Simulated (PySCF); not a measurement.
Computed XPS line lists of a few unrelated compounds.

The calculation used PySCF, delta-SCF UKS SCAN, pcX-2 on the ionised atom, pcseg-1 elsewhere, spin-free X2C. Geometries: PBE0-D3(BJ)/def2-SVP; isolated species, one conformer each.

Line lists (1s up to Mg, 2p3/2 beyond, nothing for As; areas count atoms within a level, one atom standing for each set equivalent by bonding):
1. C 1s: 289.67 (area 1), 289.77 (area 1), 290.02 (area 1), 290.65 (area 1), 291.34 (area 1) eV; N 1s: 404.66 eV; O 1s: 537.15 eV; Si 2p3/2: 106.88 (area 1), 106.95 (area 1) eV
2. B 1s: 188.57 eV; C 1s: 284.55 (area 1), 285.83 (area 3) eV; O 1s: 531.98 eV
3. C 1s: 290.19 (area 2), 290.20 (area 3), 291.12 (area 1), 291.34 (area 1) eV; N 1s: 403.61 eV; Si 2p3/2: 106.44 eV
4. C 1s: 291.65 eV; N 1s: 404.90 eV; Si 2p3/2: 106.60 eV

Structures:
A. `CC#C[C@@H]1C[Si@@H](N)O[SiH2]1`
B. `CC(C)N([SiH3])C(C)(C)C`
C. `[H]/N=C/[SiH2][AsH2]`
D. `CC(C)(C)[BH2-]O`

Which list belongs to which compound?

- 1 = A: no other candidate has this set of levels. C 1s: 289.67 alkyne carbon, 289.77 alkyne carbon, 290.02 sp3 carbon bound to silicon, 290.65 sp3 carbon bound to silicon, 291.34 propargylic carbon; N 1s: 404.66 silicon-bound nitrogen; O 1s: 537.15 siloxane oxygen; Si 2p3/2: 106.88 oxygen-bound silicon, 106.95 oxygen-bound silicon.
- 2 = D: no other candidate has this set of levels. B 1s: 188.57 four-coordinate boron; C 1s: 284.55 sp3 carbon bound to boron, 285.83 methyl carbon (×3); O 1s: 531.98 boron-bound oxygen.
- 3 = B: no other candidate has these counts of sites. C 1s: 290.19 methyl carbon (×2), 290.20 methyl carbon (×3), 291.12 sp3 carbon bound to nitrogen, 291.34 sp3 carbon bound to nitrogen; N 1s: 403.61 silicon-bound nitrogen; Si 2p3/2: 106.44 SiH3 silicon.
- 4 = C: no other candidate has these counts of sites. C 1s: 291.65 C=N carbon; N 1s: 404.90 C=N nitrogen; Si 2p3/2: 106.60 SiH2 silicon.

Spin–orbit and ligand-field terms were added within each 2p shell after the spin-free SCF. 1 of these hole states is spin-contaminated (⟨S²⟩ 0.88, against 0.75; counted from 0.85) and less certain.
